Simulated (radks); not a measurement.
All-electron atom: Be3+ in 5p1 (not the ground configuration). All-electron calculation, Dirac Kohn-Sham, LDA (Slater exchange, Perdew-Wang correlation), spin-unpolarised, spherical densities, finite nucleus; open shells are shared between the two j in proportion to 2j + 1; Fermi nuclear charge, rms radius 2.519 fm. Program: a radial shooting solver on a logarithmic mesh with Libxc functionals.

Unscreened Slater integrals over Kohn-Sham orbitals (cm^-1). Large and small components are both included.

| integral | value |
|---|---|
| F0(5p3/2,5p3/2) | 21611 |
| F2(5p3/2,5p3/2) | 11292 |
| F0(5p3/2,5p1/2) | 21611 |
| G2(5p3/2,5p1/2) | 11292 |
| F0(5p1/2,5p1/2) | 21612 |
